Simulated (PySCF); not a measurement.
`N#[C][Ge@@H]([SiH3])[Si@H](N)[SiH3]`, CH10GeN2Si3

Geometry:
```json
{"atom": "N1", "x (Å)": "-0.940", "y (Å)": "-0.459", "z (Å)": "3.630"}
{"atom": "C2", "x (Å)": "-0.952", "y (Å)": "-0.454", "z (Å)": "2.482"}
{"atom": "Ge3", "x (Å)": "-0.948", "y (Å)": "-0.384", "z (Å)": "0.564"}
{"atom": "Si4", "x (Å)": "-3.099", "y (Å)": "0.397", "z (Å)": "-0.015"}
{"atom": "Si5", "x (Å)": "1.206", "y (Å)": "0.443", "z (Å)": "-0.004"}
{"atom": "N6", "x (Å)": "0.897", "y (Å)": "1.426", "z (Å)": "-1.395"}
{"atom": "Si7", "x (Å)": "2.714", "y (Å)": "-1.197", "z (Å)": "-0.645"}
{"atom": "H8", "x (Å)": "-0.943", "y (Å)": "-1.899", "z (Å)": "0.337"}
{"atom": "H9", "x (Å)": "-4.155", "y (Å)": "-0.314", "z (Å)": "0.705"}
{"atom": "H10", "x (Å)": "-3.305", "y (Å)": "0.221", "z (Å)": "-1.455"}
{"atom": "H11", "x (Å)": "-3.203", "y (Å)": "1.829", "z (Å)": "0.285"}
{"atom": "H12", "x (Å)": "1.668", "y (Å)": "1.236", "z (Å)": "1.161"}
{"atom": "H13", "x (Å)": "0.167", "y (Å)": "2.121", "z (Å)": "-1.360"}
{"atom": "H14", "x (Å)": "1.677", "y (Å)": "1.793", "z (Å)": "-1.915"}
{"atom": "H15", "x (Å)": "2.157", "y (Å)": "-2.099", "z (Å)": "-1.658"}
{"atom": "H16", "x (Å)": "3.935", "y (Å)": "-0.624", "z (Å)": "-1.223"}
{"atom": "H17", "x (Å)": "3.119", "y (Å)": "-2.024", "z (Å)": "0.494"}
```

Method used: PySCF, TDDFT PBE0/def2-SVPD circular dichroism and optical rotation, one conformer, gas phase. Geometry: GFN2-xTB.

The molecule is flexible and this is one conformer; a measurement averages over conformers. The calculation is non-relativistic, which matters for the atoms heavier than Zn.

(1) Draw the ECD and absorption spectra from the lowest 16 states, each a Gaussian of half-width 0.2 eV at 1/e height.

## Answers

(1) 
| E (eV) | λ (nm) | Δε (L mol⁻¹ cm⁻¹) | ε (L mol⁻¹ cm⁻¹) |
| --- | --- | --- | --- |
| 4.53 | 274 | -0.05 | 1.36 |
| 4.63 | 268 | -0.46 | 12.9 |
| 4.73 | 262 | -2.66 | 74.5 |
| 4.83 | 257 | -9.28 | 260 |
| 4.93 | 251 | -19.65 | 551 |
| 5.03 | 246 | -25.23 | 707 |
| 5.13 | 242 | -19.65 | 551 |
| 5.23 | 237 | -9.28 | 263 |
| 5.33 | 233 | -2.63 | 121 |
| 5.43 | 228 | -0.15 | 475 |
| 5.53 | 224 | +1.84 | 2770 |
| 5.63 | 220 | +6.90 | 10100 |
| 5.73 | 216 | +15.63 | 22300 |
| 5.83 | 213 | +23.73 | 30100 |
| 5.93 | 209 | +31.43 | 25300 |
| 6.03 | 206 | +47.99 | 15100 |
| 6.13 | 202 | +67.62 | 9440 |
| 6.23 | 199 | +64.79 | 7690 |
| 6.33 | 196 | +34.19 | 5820 |
| 6.43 | 193 | -1.99 | 3820 |
| 6.53 | 190 | -26.80 | 3630 |
| 6.63 | 187 | -36.11 | 6020 |
| 6.73 | 184 | -32.72 | 10000 |
| 6.83 | 182 | -24.21 | 12900 |
| 6.93 | 179 | -19.01 | 13700 |
| 7.03 | 176 | -23.41 | 14400 |

Δε uses R in velocity form, ε uses f in length form. Only the states computed contribute, so the short-wavelength end is incomplete.
